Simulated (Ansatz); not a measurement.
`[AlH2]/[N]=C\S` and `C=[N][AlH2]` differ in one atom or group.

Ansatz, PBE0-D4/def2-TZVP geometries, multiplicity 1. Each molecule was computed in one conformer, which needn't be the lowest.

| property | `[AlH2]/[N]=C\S` |
| --- | --- |
| zero-point energy (PBE0-D4/def2-TZVP) / kJ/mol | 114.7 |
| ideal-gas entropy at 298 K and 1 bar (rigid rotor, harmonic PBE0-D4/def2-TZVP) / J/(mol·K) | 328 |
| size of the dipole moment (PBE/def2-TZVPP) / D | 1.98 |
| LUMO energy (B3LYP/def2-TZVPP) / eV | -1.09 |
| size of the dipole moment (B3LYP/def2-TZVPP) / D | 1.94 |
| LUMO energy (PBE/def2-TZVPP) / eV | -1.84 |

Task: Give the same properties after the change, and the shifts. (An estimate is asked.)

Result: Computed: 
```tsv
property	`C=[N][AlH2]`	shift
zero-point energy (PBE0-D4/def2-TZVP) / kJ/mol	113.3	-1.4
ideal-gas entropy at 298 K and 1 bar (rigid rotor, harmonic PBE0-D4/def2-TZVP) / J/(mol·K)	279	-49
size of the dipole moment (PBE/def2-TZVPP) / D	1.48	-0.50
LUMO energy (B3LYP/def2-TZVPP) / eV	-1.17	-0.08
size of the dipole moment (B3LYP/def2-TZVPP) / D	1.44	-0.50
LUMO energy (PBE/def2-TZVPP) / eV	-2.09	-0.25
```

The zero-point energy changes by -1.4 kJ/mol with -3 modes. Dipoles are sizes alone; their direction can turn.

B3LYP here is the variant with VWN-RPA as its local correlation; programs differ in this.
